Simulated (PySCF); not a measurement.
C3H12N2Si, SMILES CCN[SiH2]NC. Atoms are numbered in the order given.

```xyz
18

C     -3.1551     0.3003     0.4329
C     -2.1473     0.2055    -0.7069
N     -0.7997     0.5472    -0.2890
Si     0.6501    -0.3464    -0.5760
N      1.6684    -0.1627     0.8078
C      3.1161    -0.1625     0.8235
H     -3.1947     1.3251     0.8396
H     -4.1700     0.0377     0.0929
H     -2.8746    -0.3756     1.2562
H     -2.4877     0.8412    -1.5504
H     -2.1295    -0.8263    -1.0989
H     -0.7097     1.5013     0.0535
H      0.1418    -1.7204    -0.9127
H      1.5384     0.0863    -1.7081
H      1.2474    -0.3173     1.7203
H      3.5175     0.5977     1.5181
H      3.4951     0.0863    -0.1805
H      3.5613    -1.1374     1.1052
```
Charge 0, spin multiplicity 1.

Geometry optimised at r2SCAN-D4/def2-SVP. One conformer was computed; it need not be the lowest.

Two levels are set side by side: PBE/pcSseg-1 (PySCF) and KT2/pcSseg-1 (PySCF). GIAO shifts against NH3 (¹⁵N), TMS (²⁹Si), TMS (¹H), TMS (¹³C) at the same level; non-relativistic, no solvent, atoms listed together averaged. Differences are taken from unrounded values.

```tsv
quantity	KT2	PBE	PBE minus KT2
δ(¹³C) of C1 (ppm)	25.2	25.3	0.2
δ(¹³C) of C2 (ppm)	44.2	44.1	0.0
δ(¹⁵N) of N3 (ppm)	59.5	62.3	2.9
δ(²⁹Si) of Si4 (ppm)	-27.5	-29.0	-1.5
δ(¹⁵N) of N5 (ppm)	36.5	39.0	2.5
δ(¹³C) of C6 (ppm)	34.0	33.8	-0.2
δ(¹H) of H12 (ppm)	0.47	0.41	-0.06
δ(¹H) of H13, H14 (ppm)	5.37	5.40	0.03
δ(¹H) of H15 (ppm)	0.21	0.18	-0.03
δ(¹H) of H16, H17, H18 (ppm)	3.06	3.05	-0.01
```

Rough cost on one machine, each run with all the roots and properties that it gave: KT2 against PBE within a factor of 2.
